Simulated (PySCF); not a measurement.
**Al⁺: ionisation energy**

Al⁺ [Ne] 3s2 (1S) → Al²⁺ [Ne] 3s1 (2S), as a difference of total energies. Calculation: PySCF 2.14, in x2c-QZVPPall; the spin-free X2C one-electron Hamiltonian (Gaussian nucleus). Correlated levels: valence and next inner shell: 1s2 frozen. The calculations carry no spin-orbit coupling.

```json
{"method": "UHF", "ionisation energy (eV)": "17.551", "error (eV)": "-1.278"}
{"method": "MP2 (valence and next inner shell)", "ionisation energy (eV)": "18.555", "error (eV)": "-0.274"}
{"method": "SCS-MP2 (valence and next inner shell)", "ionisation energy (eV)": "18.670", "error (eV)": "-0.159"}
{"method": "CCSD (valence and next inner shell)", "ionisation energy (eV)": "18.751", "error (eV)": "-0.078"}
{"method": "CCSD(T) (valence and next inner shell)", "ionisation energy (eV)": "18.786", "error (eV)": "-0.043"}
```

Reference: 18.829 eV (measured; NIST Atomic Spectra Database, ionization energies).

Errors of the correlated levels include the incompleteness of this basis and the frozen core.
